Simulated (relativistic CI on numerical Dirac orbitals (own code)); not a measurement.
## Sb²³⁺: sensitivity of the levels to the model

Base calculation: Dirac-Coulomb-Breit CI, KLI orbitals optimised for each configuration, QED by a radiative potential, unscaled Slater integrals.

Configurations in the expansion (outside the closed core [Ne]): 3s2 3p6 3d10, 3s2 3p6 3d9 4s, 3s2 3p6 3d9 4p, 3s2 3p6 3d9 4d, 3s2 3p6 3d9 4f, 3s2 3p5 3d10 4s, 3s2 3p6 3d8 4s2, 3s2 3p6 3d8 4s 4p, 3s2 3p5 3d10 4p, 3s2 3p6 3d9 5s, 3s2 3p6 3d8 4p2, 3s2 3p6 3d9 5p, 3s2 3p6 3d8 4s 4d, 3s2 3p5 3d10 4d, 3s2 3p6 3d9 5d, 3s 3p6 3d10 4s. Levels of other configurations are missing.

Variants: (1) QED terms removed. Shifts of the energy above 3s2 3p6 3d10 1S_0, in eV, for the lowest level and the first level of each name with at least 55 % of one term (blank where a level changes its place among those of its configuration and J or its character, or is not in the variant):

```tsv
Level	Base	Δ(1)
3s2 3p6 3d10 1S_0	0.000	0.000
3s2 3p6 3d9 4s 3D_3	479.221	-0.306
3s2 3p6 3d9 4s 3D_1	489.152	-0.336
3s2 3p6 3d9 4p 3P°_2	525.958	-0.030
3s2 3p6 3d9 4p 3F°_2	536.148	-0.058
3s2 3p6 3d9 4p 3F°_4	539.562	-0.053
3s2 3p6 3d9 4p 1D°_2	541.106	-0.053
3s2 3p6 3d9 4p 1P°_1	541.682	-0.055
3s2 3p6 3d9 4p 3D°_3	542.440	-0.053
3s2 3p6 3d9 4p 3P°_0	547.490	-0.083
3s2 3p6 3d9 4p 3D°_1	550.657	-0.081
3s2 3p6 3d9 4p 3D°_2	551.973	-0.082
3s2 3p6 3d9 4d 3S_1	612.763	-0.025
3s2 3p6 3d9 4d 3G_4	616.438	-0.023
3s2 3p6 3d9 4d 3G_5	618.387	-0.031
3s2 3p6 3d9 4d 3F_4	621.312	-0.031
3s2 3p6 3d9 4d 3P_0	622.588	-0.041
3s2 3p6 3d9 4d 3G_3	626.204	-0.051
3s2 3p6 3d9 4d 3F_2	629.117	-0.051
3s2 3p6 3d9 4d 1S_0	655.211	-0.039
3s2 3p6 3d9 4f 3P°_0	695.450	-0.031
3s2 3p6 3d9 4f 3P°_1	696.340	-0.032
```

At this charge energies of transitions that change n are usually good to better than 1 %, and those within a shell (Δn = 0) to a few per cent.

Ionisation energy from the two ground configurations alone: base 1214.54 eV. The NIST ASD value (theoretical) is 1214 eV.

LS names give the leading component of a level, which can be under half, so a name can repeat, a term be missing and a line seem to break the LS rules.
